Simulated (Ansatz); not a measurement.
The same path of GaH3 (4 atoms, charge 0, multiplicity 1) was run twice with different band settings. Lost on the way: Ga1–H2, Ga1–H3. Made: H2–H3.

Theory: RKS LDA/def2-SVP in Ansatz 0.2.0.

Relaxed end points:

```xyz
4
Properties=species:S:1:pos:R:3
Ga 0.394 0.000 0.228
H 0.395 0.000 1.798
H 1.754 0.000 -0.556
H -0.965 0.000 -0.557
```

```xyz
4
Properties=species:S:1:pos:R:3
Ga 0.261 0.000 -1.025
H 0.754 0.000 1.054
H 1.502 0.000 0.714
H -0.939 0.000 0.168
```

Common settings: movable images 5; climbing image yes; spring 5.0 eV/Å²; optimiser quadratic models (default); start path through a guess of the saddle point; force threshold 0.05 eV/Å; end points relaxed.

| run | iteration limit |
| --- | --- |
| 1 | 60 |
| 2 | 10 |

What does each run give, and how far can it be trusted?

Run 1: converged after 9 iterations, highest image 2.066 eV above the first end. A vibrational analysis at the climbing image gives one clearly imaginary mode, 948i cm⁻¹: a first-order saddle point.
Run 2: converged after 9 iterations, highest image 2.066 eV above the first end. Another band between the same ends (5 images) ends at a top of the same energy, where a vibrational analysis finds 1 clearly imaginary mode.
The orbitals stay closed-shell, which can raise the energy where a bond breaks towards radicals; this wasn't checked here.
